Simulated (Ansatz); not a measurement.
`BN(CC=C)[SiH2]Cl`. The species carries charge 0 and has multiplicity 1.

Z-matrix (Å, degrees):
```
C
N 1 1.460
C 1 1.496 2 115.0
H 1 1.098 2 109.6 3 -122.9
H 1 1.096 2 108.7 3 122.0
Si 2 1.736 1 118.6 3 98.3
B 2 1.403 1 120.4 3 -83.4
C 3 1.323 1 126.5 2 2.7
H 3 1.088 1 114.0 2 -178.0
Cl 6 2.055 2 112.5 1 -73.1
H 6 1.481 2 108.5 1 43.7
H 6 1.474 2 108.9 1 167.1
H 7 1.197 2 119.2 1 -2.9
H 7 1.196 2 119.1 1 177.9
H 8 1.084 3 122.0 1 -1.3
H 8 1.083 3 120.9 1 179.4
```

Task: List the harmonic frequencies (cm⁻¹, unscaled) at PBE0-D4/def2-TZVP in Ansatz. (Estimate.)

Result: The calculation gave: 20, 72, 125, 155, 185, 276, 345, 387, 467, 535, 562, 593, 618, 734, 757, 886, 896, 938, 953, 958, 990, 1011, 1031, 1078, 1146, 1219, 1294, 1321, 1378, 1411, 1442, 1481, 1732, 2247, 2291, 2574, 2660, 3023, 3061, 3156, 3171, 3254.

Task: Is this a minimum?

Result: Yes, all 42 modes are real.

Task: Give the ideal-gas thermochemistry at 298.15 K and 1 bar (rigid rotor, harmonic oscillator; point group C1, symmetry number 1).

Result: Zero-point energy 313.6 kJ/mol; H(298) − E = 340.2 kJ/mol; entropy 403.3 J/(mol·K), of which translation 169.9, rotation 121.3, vibration 112.1; G(298) − E = 219.9 kJ/mol. Modes under 100 cm⁻¹ are hindered rotations or soft bends, so the harmonic entropy is rough.

Task: And at 400, 500, 600, 800 and 1000 K?

Result: 
| T (K) | H − E (kJ/mol) | S (J/mol/K) | G − E (kJ/mol) |
| --- | --- | --- | --- |
| 400 | 356.7 | 450.7 | 176.4 |
| 500 | 376.2 | 494.0 | 129.2 |
| 600 | 398.3 | 534.2 | 77.7 |
| 800 | 448.6 | 606.4 | -36.5 |
| 1000 | 505.1 | 669.3 | -164.2 |

Task: Rotational constants (cm⁻¹)?

Result: 0.07573, 0.0457, 0.03452.
